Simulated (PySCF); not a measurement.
## Finite-field polarisability of Sn (tin, neutral)

[Kr] 4d10 5s2 5p2, high-spin 3P determinant. Computed with PySCF 2.14 in aug-cc-pVQZ-PP with ECP28MDF (7s7p5d3f2g, 92 functions), with a scalar-relativistic core potential. Frozen: 4s2 4p6 4d10. Energy changes in a uniform field (μhartree):

| axis | F (au) | HF | MP2 | CCSD | CCSD(T) |
| --- | --- | --- | --- | --- | --- |
| x | 0.0021 | -103.523 | -103.734 | -103.323 | -103.627 |
| x | 0.0042 | -414.360 | -415.214 | -413.562 | -414.785 |
| y | 0.0018 | -100.956 | -100.116 | -100.110 | -100.354 |
| y | 0.0036 | -404.529 | -401.147 | -401.116 | -402.094 |

By symmetry the remaining axis equals y.

Question: Derive α along x at CCSD(T) from the two fields.

Answer: With ΔE = −αF²/2 − γF⁴/24, α = −(16 ΔE(F) − ΔE(2F))/(6F²) = 46.99 bohr³.

Question: And the mean polarisability at each level?

Answer: The components xx, yy, zz at CCSD(T) are 46.99, 61.91, 61.91, the third axis being equal by symmetry to one of the two computed. Means: HF 57.17, MP2 56.85, CCSD 56.79, CCSD(T) 56.94 bohr³. Reference: 53 ± 6 bohr³ (recommended; Schwerdtfeger and Nagle, table of static dipole polarizabilities (2023 update)).
